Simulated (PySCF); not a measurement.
Compound: 1-(3-methoxyphenyl)propan-1-ol, C₁₀H₁₄O₂.
Cartesian coordinates in Å at the PBE0-D3(BJ)/def2-SVP level; atoms count from 1:
```
atom  x, y, z in Å
C1    -3.4680    0.8570   -0.6059
C2    -2.2412   -0.0054   -0.8464
C3    -1.3588   -0.1400    0.3963
O4    -2.0754   -0.6641    1.4911
C5    -0.0990   -0.9303    0.1079
C6    -0.1692   -2.3001   -0.1532
C7     0.9948   -3.0210   -0.4211
C8     2.2295   -2.3880   -0.4408
C9     2.3104   -1.0127   -0.1871
O10    3.5464   -0.4748   -0.2220
C11    3.6956    0.8979    0.0071
C12    1.1441   -0.2902    0.0881
H13   -4.0396    0.4764    0.2530
H14   -3.1842    1.8972   -0.3780
H15   -4.1298    0.8747   -1.4847
H16   -1.6281    0.4000   -1.6690
H17   -2.5438   -1.0184   -1.1698
H18   -1.0604    0.8739    0.7136
H19   -2.2590   -1.5919    1.3081
H20   -1.1330   -2.8183   -0.1552
H21    0.9375   -4.0939   -0.6216
H22    3.1522   -2.9328   -0.6484
H23    4.7674    1.1174   -0.0813
H24    3.1459    1.5017   -0.7369
H25    3.3561    1.1868    1.0177
H26    1.1869    0.7791    0.3010
```

The closed-shell ground state was solved at several levels (PySCF, density fitting, gas phase, non-relativistic).

| level | basis functions | HOMO (eV) | LUMO (eV) | gap (eV) | dipole (D) |
| --- | --- | --- | --- | --- | --- |
| wB97X-D/def2-SVPD | 358 | -8.25 | 1.37 | 9.62 | 1.40 |
| B97-2/pcSseg-1 | 274 | -6.24 | -0.32 | 5.92 | 1.34 |
| PBE0/pcSseg-1 | 274 | -6.48 | -0.29 | 6.19 | 1.35 |

(1) Estimate the row for B3LYP/pcJ-1, a basis of 464 functions; the other rows only guide the guess.

(2) Over all these levels, which gives the widest orbital gap and which the narrowest?

(3) How far do the dipole and the HOMO energy spread over the levels?

## Answers

(1) HOMO -6.25 eV, LUMO -0.45 eV, gap 5.80 eV, dipole 1.33 D.

(2) wB97X-D/def2-SVPD (range-separated hybrid) has the widest, 9.62 eV, and B3LYP/pcJ-1 (global hybrid, 20 % exact exchange) the narrowest, 5.80 eV. Functional and basis both differ between the two, so the spread mixes both effects.

(3) The dipole runs from 1.33 to 1.40 D (mean 1.35 D) and the HOMO from -8.25 to -6.24 eV.

One conformer stands for the species.
